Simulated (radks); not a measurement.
Charge is removed step by step from the 2s1/2 level of the argon ion Ar3+, starting from [Ne] 3s2 3p3. All-electron calculation, Dirac Kohn-Sham, LDA (Slater exchange, Perdew-Wang correlation), spin-unpolarised, spherical densities, finite nucleus; open shells fill j = l - 1/2 first; Fermi nuclear charge, rms radius 3.4274 fm. Program: a radial shooting solver on a logarithmic mesh with Libxc functionals.

\begin{tabular}{lrrr}
removed (e) & E - E(0) (eV) & eigenvalue (eV) & E minus straight line (eV) \\ \hline
0 & 0.000 & -343.87 & 0.000 \\
0.125 & 43.321 & -349.26 & -2.395 \\
0.25 & 87.316 & -354.68 & -4.114 \\
0.375 & 131.99 & -360.14 & -5.154 \\
0.5 & 177.35 & -365.63 & -5.509 \\
0.625 & 223.40 & -371.16 & -5.176 \\
0.75 & 270.14 & -376.72 & -4.149 \\
0.875 & 317.58 & -382.31 & -2.425 \\
1 & 365.72 & -387.94 & 0.000 \\
\end{tabular}

Removing the whole electron costs 365.72 eV by Delta-SCF, against 343.87 eV from minus the eigenvalue at the starting occupation. Slater's transition state (half an electron removed) gives 365.63 eV. Integrating minus the eigenvalue over the occupation (Janak's theorem) gives 365.72 eV. The mean slope of the eigenvalue, de/dn, is 44.1 eV per electron.
